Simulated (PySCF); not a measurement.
## Electronic structure of Ca (calcium, neutral) at the UHF level

Configuration: [Ar] 4s2, closed-shell 1S. Computed with PySCF 2.14 in cc-pVDZ-X2C, with scalar relativity by spin-free X2C-1e.

```json
{
  "Total energy": "-679.629175 hartree",
  "One-electron energy": "-930.3434 hartree",
  "Hartree (Coulomb) energy": "286.1646 hartree",
  "Exchange energy": "-35.4504 hartree",
  "⟨S²⟩": "0.0000",
  "⟨L²⟩": "0.000",
  "Sum of ⟨r⟩": "21.18 bohr",
  "Sum of ⟨r²⟩": "56.17 bohr²",
  "Langevin diamagnetic susceptibility": "-44.5 ×10⁻⁶ cm³/mol",
  "Time after the integrals": "0.25 s of wall time on 1 thread of Neoverse-V1 (shared host)"
}
```

```csv
shell,electrons,mean orbital energy (hartree),"rms radius, mean of both spins (bohr)"
1s,2,-150.11182,0.0888
2s,2,-16.96298,0.393
2p,6,-13.63656,0.362
3s,2,-2.26122,1.24
3p,6,-1.33851,1.38
4s,2,-0.19624,4.50
```

Densities and radii are taken from the X2C orbitals without a picture-change correction, which distorts them close to the nucleus.
